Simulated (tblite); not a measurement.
Compound: C4H7F2O2S (doublet state).
Atom-mapped SMILES: `[CH3:1][C:2]([O:3][CH:4]([F:5])[F:6])[S@@:7]([CH3:8])=[O:9]` (hydrogens: H10, H11, H12 on C1; H13 on C4; H14, H15, H16 on C8)

Geometry (GFN2-xTB, Å), atoms numbered from 1 in this order:
```xyz
16
C4H7F2O2S angstrom
C     -0.4618    2.0794   -0.0318
C     -0.3789    0.5966   -0.0690
O     -1.5997   -0.0304    0.0347
C     -1.6275   -1.3663    0.3043
F     -2.7989   -1.6146    0.9163
F     -0.6608   -1.7180    1.1809
S      0.8417   -0.1015   -1.1892
C      2.1503   -0.4006    0.0898
O      0.3527   -1.4260   -1.5775
H     -1.2622    2.4553   -0.6729
H      0.4861    2.5014   -0.3527
H     -0.6800    2.4161    0.9821
H     -1.5448   -2.0155   -0.5814
H      2.3627    0.5425    0.5776
H      1.7824   -1.1340    0.7980
H      3.0310   -0.7753   -0.4205
```

All values are computed: GFN2-xTB (tblite) harmonic vibrations without scaling, gas phase. This tight-binding method is rough: wavenumbers can miss measured ones by several per cent, in bad cases by 10 to 20. One conformer, not necessarily the lowest. Open shells enter through the occupations alone, without spin polarisation, and single modes of such species can be off by tens of per cent.

Harmonic wavenumbers (cm⁻¹): 55.6, 70.2, 103.6, 112.0, 147.0, 150.8, 174.2, 219.8, 265.0, 314.3, 348.0, 395.4, 440.7, 527.2, 599.3, 644.9, 650.9, 874.5, 882.2, 938.0, 997.6, 1013.3, 1059.6, 1087.8, 1121.9, 1165.1, 1223.2, 1250.5, 1272.0, 1275.3, 1383.2, 1426.6, 1436.6, 1440.5, 1461.7, 2922.5, 2956.9, 2998.9, 3055.5, 3057.6, 3073.8, 3085.7.

A = 2012, B = 1060, C = 875.5 MHz; mass 157.013 u (most abundant isotopes); point group C1, symmetry number 1; spin multiplicity 2.

Problem. What is the zero-point energy?

Solution. ½Σν̃ = 23840 cm⁻¹ = 285.19 kJ/mol.

Problem. Entropy at 298.15 K, 1 bar (ideal gas, RRHO, classical rotation)?

Solution. Translation 171.92, rotation 123.57, vibration 141.84, spin (R ln 2) 5.76: S = 443.1 J/(mol K).

Problem. And Cp and H(298.15 K) − H(0)?

Solution. Cp = 166.11 J/(mol K), of which vibrations give 132.86 (their classical limit is 42 R = 349.2); H(298.15 K) − H(0) = 31.85 kJ/mol without the zero-point energy, 21.93 from vibrations.

Problem. Which modes carry the vibrational entropy at 298.15 K?

Solution. 55.6 cm⁻¹: 19.28; 70.2 cm⁻¹: 17.35; 103.6 cm⁻¹: 14.16; 112.0 cm⁻¹: 13.53; 147.0 cm⁻¹: 11.34; 150.8 cm⁻¹: 11.14 J/(mol K); the other 36 give 55.04 together.

Problem. How do the functions run with temperature in this model?

Solution. 
```csv
T (K),S (J/(mol K)),Cp (J/(mol K)),H − H(0) (kJ/mol),G − H(0) (kJ/mol),ln q(vib)
150,349.0,112.9,11.11,-41.24,3.58
250,415.3,149.3,24.25,-79.58,6.76
400,496.6,199.2,50.49,-148.17,11.14
600,587.4,248.5,95.61,-256.85,16.46
900,697.5,293.5,177.53,-450.26,23.52
```

q(vib) and H(0) count from the zero-point level.

Problem. Blend soft modes into free rotors: weight 1/[1 + (100 cm⁻¹/ν̃)⁴] for the oscillator and the rest for a rotor with moment μB/(μ + B), μ = h/(8π²ν), B = 10⁻⁴⁴ kg m². What vibrational entropy results?

Solution. 132.04 J/(mol K) in place of 141.84, which changes −T·S at 298.15 K by +2.92 kJ/mol.

Hindered rotation and anharmonicity are outside this model. Other conformers, if any are populated, would add a mixing term that is left out. The structure is chiral; the term R ln 2 for an equal mix with its mirror image is left out.

The run took 0.57 s wall on Arm Neoverse V1, one thread, on a shared host. This covers the Hessian and the dipole derivatives.
